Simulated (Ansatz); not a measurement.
Geometry optimisation, RHF/def2-SVP in Ansatz 0.2.0.

input.yaml

```yaml
crystal:
  periodic: [false, false, false]
  atoms:
    - { symbol: B, position_ang: [0.0, 0.0, 0.0] }
    - { symbol: "N", position_ang: [0.0, 0.0, 1.9] }
    - { symbol: H, position_ang: [-0.877, -0.2713, 2.43] }
    - { symbol: H, position_ang: [0.877, 0.2713, 2.43] }
    - { symbol: O, position_ang: [1.2211, 0.0, -0.705] }
    - { symbol: H, position_ang: [1.5209, -0.9519, -0.8599] }
    - { symbol: Cl, position_ang: [-1.6108, 0.0, -0.93] }
    - { symbol: O, position_ang: [-0.4975, 1.5446, 0.5392] }
    - { symbol: H, position_ang: [-1.4276, 1.738, 0.1962] }
    - { symbol: H, position_ang: [-0.3332, 1.0344, 1.5734] }
basis:
  gaussian: { orbitals: def2-SVP }
hamiltonian:
  xc: hf
relax:
  f_tol: 0.15
  max_steps: 25
  restrain:
    - { distance: [0, 7], at: 1.41, k: 30.0 }
    - { distance: [9, 1], at: 1.06, k: 30.0 }
    - { distance: [0, 1], at: 2.75, k: 30.0 }
    - { distance: [9, 7], at: 2.21, k: 30.0 }
output:
  orbitals: {}
```

Command:

```bash
$ ansatz run input.yaml --threads 2 --pin off --max-ram 3072MiB --backend cpu --events-out ev --progress --plain --runs-dir out
```

Task: Where does it end, and by what steps?

Result: The run converged. The restraints hold the end off the free minimum. After 8 steps the energy has fallen by 5.077 eV (the restraints' own energy left out); B1 moved furthest, 0.70 Å.

| step | energy less start (eV) | largest force component (eV/Å) | accepted |
| --- | --- | --- | --- |
| 0 | 0.0000 | 5.585 | yes |
| 1 | -1.4545 | 5.767 | yes |
| 2 | -2.6227 | 4.622 | yes |
| 3 | -3.7701 | 2.447 | yes |
| 4 | -4.6819 | 2.206 | yes |
| 5 | -4.9435 | 1.475 | yes |
| 6 | -5.0605 | 0.972 | yes |
| 7 | -5.0755 | 1.048 | yes |
| 8 | -5.0767 | 1.064 | yes |

```xyz
10
Properties=species:S:1:pos:R:3
B -0.143 0.487 -0.482
N -0.090 -0.055 2.216
H -0.749 -0.244 2.950
H 0.828 -0.270 2.566
O 1.136 0.113 -0.582
H 1.264 -0.778 -0.864
Cl -1.463 -0.556 -1.120
O -0.441 1.748 -0.027
H -1.356 1.968 -0.101
H -0.113 0.952 2.018
```

The run took 10 s on 2 threads of Arm Neoverse V2, with other jobs on the host, peak memory 0.19 GiB.
